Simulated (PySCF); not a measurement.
# Electron correlation in Xe⁺ (xenon, charge +1)

[Kr] 4d10 5s2 5p4 5d1, one real determinant (an excited configuration). All numbers are calculated (PySCF 2.14, a scalar-relativistic core potential, in aug-cc-pVTZ-PP with one added diffuse shell each of d, f type with ECP28MDF (6s5p5d3f, 67 functions)). Frozen: 4s2 4p6 4d10; 7 electrons correlated.

```csv
level,correlation energy (mhartree)
CCSD,-121.45
(T),-4.70
CCSD(T),-126.15
```

Diagnostics: T1 = 0.0083, D1 = 0.0228, largest double amplitude 0.098.

Q: Is a single reference adequate?

A: Mostly. T1 lies below 0.03, but a double amplitude of this size points to a near-degeneracy that CCSD handles and MP2 describes poorly.

The reference is one real determinant that mixes LS terms of this configuration.
